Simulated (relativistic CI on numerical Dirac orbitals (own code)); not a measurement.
# Hyperfine structure of Pb72+, mass number 207

Calculated at this level of theory: Dirac-Coulomb-Breit CI, orbitals from a KLI potential per configuration, model QED, unscaled Slater integrals (own radial code, finite nucleus).

CI space (outside the closed core 1s2): 2s2 2p6, 2s2 2p5 3s, 2s2 2p5 3p, 2s2 2p5 3d, 2s 2p6 3s, 2s 2p6 3p, 2s 2p6 3d, 2s2 2p5 4s, 2s2 2p5 4p, 2s2 2p5 4d, 2s2 2p5 4f, 2s2 2p4 3s2, 2s2 2p4 3s 3p, 2s 2p6 4s, 2s2 2p4 3s 3d, 2s2 2p4 3p2. Levels of other configurations are missing.

Nuclear spin I = 1/2, μ = 0.5906 μN (tables of Stone and Pyykkö). The electronic factors are computed for point nuclear moments, without core polarisation or the Bohr-Weisskopf and QED corrections.

```
           Level   E (eV)  A (GHz)
2s2 2p5 3s 3P°_2  10240.5     4112
2s2 2p5 3s 1P°_1  10250.4    -1420
 2s2 2p5 3p 3D_2  10418.0     2059
 2s2 2p5 3p 3D_3  11035.9    867.7
 2s2 2p5 3p 1P_1  11036.7    874.2
 2s2 2p5 3p 3P_2  11051.3    867.9
2s2 2p5 3d 3F°_3  11228.4    780.3
2s2 2p5 3d 3P°_1  11229.0    751.4
```

Levels with J = 0, under 50 % of one LS term, or S terms without an open s electron are left out. Small factors come from cancelling terms and can be off by tens of per cent or more.

At this charge energies of transitions that change n are usually good to better than 1 %, and those within a shell (Δn = 0) to a few per cent.

(1) Give the hyperfine levels of 2s2 2p5 3s 3P°_2 relative to its centre of gravity.

## Answers

(1) With K = F(F + 1) − I(I + 1) − J(J + 1), E = AK/2: F = 3/2: -6169, F = 5/2: 4112 GHz.

LS names give the leading component of a level, which can be under half, so a name can repeat, a term be missing and a line seem to break the LS rules.
